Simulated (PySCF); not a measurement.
# SeCl₅: from structure and modes to constants

Level of theory: PySCF, UPBE0, basis Se def2-SVP, Cl def2-SVP (no relativity, density fitting).

The doublet minimum has C4v symmetry. Masses (u): Se 79.91652, Cl 34.96885.

```xyz
6
charge 0 multiplicity 2, angstrom
Se    0.0785    0.1363    0.0000
Cl    0.2053    0.3563    2.2752
Cl    0.2053    0.3563   -2.2752
Cl    2.1767   -0.7795    0.0000
Cl   -1.7661    1.4921    0.0000
Cl   -0.9993   -1.7345    0.0000
```

Harmonic wavenumbers (cm⁻¹): 53.9 (b1, ×1), 138.2 (e, ×2), 142.2 (a1, ×1), 179.6 (e, ×2), 181.8 (b2, ×1), 280.0 (b1, ×1), 303.5 (a1, ×1), 311.4 (e, ×2), 401.0 (a1, ×1).

(1) Find the principal moments of inertia and the rotational constants. What kind of rotor is it?

(2) Give the standard entropy (298.15 K, 1 bar) by its translational, rotational, vibrational and spin parts, and Cp.

Results:

(1) About the centre of mass I = 527.78, 527.78, 724.06 u Å². With B = 16.8576/I this gives 0.03194, 0.03194, 0.02328 cm⁻¹. The molecule is an oblate symmetric top.

(2) Sackur–Tetrode with M = 254.76 u gives 178.0; rotation with symmetry number 4 gives 116.5; vibration 111.6; spin R ln 2 = 5.8. The total is 411.8 J/(mol K), and Cp = 4 R + 89.8 = 123.1 J/(mol K).

Other isomers or separated fragments may lie lower.
